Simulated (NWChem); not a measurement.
Species: C3HF3O; SMILES FC1C(OC=1)(F)F

```xyz
8

F     -0.8913    -1.9441     0.0000
C     -0.0176    -0.9539     0.0000
C      1.3169    -0.7881     0.0000
O      1.3060     0.6342     0.0000
C     -0.1409     0.5675     0.0000
F     -0.6565     1.1604    -1.0851
F     -0.6565     1.1604     1.0851
H      2.2589    -1.3479     0.0000
```
Atoms are numbered in this order, from 1.

Results from NWChem. Pople sets run with spherical d functions. STO-3G and 3-21G are far too small for this property and stand as cheap habits. The geometry was optimised at PBE-D3(BJ)/def2-SVP. Field at 589 nm.

```tsv
level	isotropic polarisability (bohr³)	anisotropy (bohr³)
B3LYP/STO-3G	(withheld)	(withheld)
B3LYP/6-31G*	32.0	16.8
B3LYP/def2-SVP	32.0	15.1
```

Task: What belongs in the gaps?

Result: 
- B3LYP/STO-3G, isotropic polarisability (bohr³): 19.7
- B3LYP/STO-3G, anisotropy (bohr³): 14.4
